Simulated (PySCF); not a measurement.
# Correlation energy of La (lanthanum, neutral)

[Xe] 5d2 6s1, high-spin 4F determinant (an excited configuration). All numbers are calculated (PySCF 2.14, the spin-free X2C one-electron Hamiltonian (Gaussian nucleus), in ANO-RCC-VTZP (8s7p5d3f2g1h, 104 functions)). Frozen: [Kr] 4d10; 11 electrons correlated.

| level | correlation energy (mhartree) |
| --- | --- |
| CCSD | -260.37 |
| (T) | -9.70 |
| CCSD(T) | -270.07 |

Diagnostics: T1 = 0.016, D1 = 0.0635, largest double amplitude 0.036.

Spin-orbit coupling, absent here, splits the open shell strongly.

Cost of the coupled-cluster step: about 50 core-seconds, for 11 correlated electrons.

Iterations:

```
CC2 = 0
CCSD nocc = (np.int64(7), np.int64(4)), nmo = (81, 81)
frozen orbitals [[0, 1, 2, 3, 4, 5, 6, 7, 8, 9, 10, 11, 12, 13, 14, 15, 16, 17, 18, 19, 20, 21, 22], [0, 1, 2, 3, 4, 5, 6, 7, 8, 9, 10, 11, 12, 13, 14, 15, 16, 17, 18, 19, 20, 21, 22]]
max_cycle = 100
direct = 0
conv_tol = 1e-08
conv_tol_normt = 1e-06
diis_space = 8
diis_start_cycle = 0
Init t2, MP2 energy = -0.240738604616282
Init E_corr(UCCSD) = -0.240738604616597
cycle = 1  E_corr(UCCSD) = -0.2543857748952  dE = -0.0136471703  norm(t1,t2) = 0.058421
cycle = 2  E_corr(UCCSD) = -0.258944779547069  dE = -0.00455900465  norm(t1,t2) = 0.0175821
cycle = 3  E_corr(UCCSD) = -0.260506989871509  dE = -0.00156221032  norm(t1,t2) = 0.00812617
cycle = 4  E_corr(UCCSD) = -0.260426212461688  dE = 8.07774098e-05  norm(t1,t2) = 0.00110627
cycle = 5  E_corr(UCCSD) = -0.260361696502122  dE = 6.45159596e-05  norm(t1,t2) = 0.000425034
cycle = 6  E_corr(UCCSD) = -0.260367043157312  dE = -5.34665519e-06  norm(t1,t2) = 7.01364e-05
cycle = 7  E_corr(UCCSD) = -0.260367042180139  dE = 9.77172954e-10  norm(t1,t2) = 1.61577e-05
cycle = 8  E_corr(UCCSD) = -0.260366857072507  dE = 1.85107632e-07  norm(t1,t2) = 5.20619e-06
cycle = 9  E_corr(UCCSD) = -0.260366881061826  dE = -2.39893184e-08  norm(t1,t2) = 1.11039e-06
cycle = 10  E_corr(UCCSD) = -0.260366886979564  dE = -5.91773858e-09  norm(t1,t2) = 1.63558e-07
UCCSD converged
E(UCCSD) = -8489.188297201872  E_corr = -0.2603668869795641
UCCSD(T) correction = -0.00970495042883055
```
